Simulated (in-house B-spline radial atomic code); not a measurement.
Results of a calculation; reference values are marked as such.
## Ni in an electron gas of r_s = 2.4: phase shifts, screening, friction and resistivity

A nucleus sits in a uniform electron gas with a rigid positive background. The Kohn-Sham equations are solved self-consistently in the spin-unpolarised LDA (PW92), non-relativistic, on B-splines with outgoing waves at the boundary and partial waves to l = 8. The model has no lattice, no bands and no magnetic solution. Atomic units; δ_l are the phase shifts at the Fermi level, counted so that each bound state adds π, and good to about 0.0005.

The density parameter is r_s = 2.4 bohr, near that of the valence electrons of In (3 per atom, density 7.31 g/cm³, mass 114.82 u, which gives r_s = 2.41).

```csv
l,δ_l (rad)
0,9.4960
1,6.5600
2,2.9461
3,0.0078
4,0.0019
5,0.0001
6,0.0000
7,-0.0001
8,-0.0001
```

Bound levels below the band bottom (hartree): s -297.2, s -34.67, p -30.23, s -3.347, p -1.996.

Q: Check the Friedel sum rule, and say where the screening charge sits.

A: k_F = (9π/4)^(1/3)/r_s = 0.79965. The rule is Z = (2/π) Σ (2l + 1) δ_l. The terms are s 6.045, p 12.529, d 9.378, f 0.035 and 0.010 beyond, in all 27.996 against Z = 28. Bound states hold 6 s, 12 p, 0 d electrons, so the scattering states carry 10.00 in all.

Q: Find the transport cross section and the electronic stopping of a 5 keV Ni ion (mass 58.69 u).

A: σ_tr = (4π/k_F²) Σ (l + 1) sin²(δ_l − δ_(l+1)). The terms for l = 0 to 3 are 0.0417, 0.4139, 0.1223, 0.0001, all together 0.5781, so σ_tr = 19.652 × 0.5781 = 11.360 bohr². With n = 3/(4π r_s³) = 0.01727, the friction coefficient is Q = n k_F σ_tr = 0.1569. For v well below v_F = 0.800, dE/dx = Q v; with 24801 eV per u at v = 1, v = √(5000/(24801 × 58.69)) = 0.0586, so dE/dx = 0.00919 hartree/bohr = 4.73 eV/nm. The largest term couples the p and d waves.

Q: What residual resistivity would 1 atomic per cent of such centres give in In?

A: Δρ = k_F n_i σ_tr/n in atomic units of 21.74 μΩ·cm. With one host atom per 3 electrons, n_i/n = 0.01/3, so Δρ = 0.7996 × 0.00333 × 11.360 × 21.74 = 0.66 μΩ·cm. This is an atom added to the gas, as on an interstitial site.

Q: On a substitutional site the background of one host ion, a sphere holding 3 charges, is taken out. The phase shifts for l = 0 to 4 become 8.8984, 5.9143, 2.6397, -0.0617, -0.0126. What follows?

A: The Friedel sum is now 24.99, for Z − 3 = 25. The sum in σ_tr is 0.6147, so σ_tr = 12.08 bohr² and Δρ = 0.70 μΩ·cm per atomic per cent, 1.06 times the value above. A real host ion scatters too, so this model doesn't give zero even for the host's own atom.
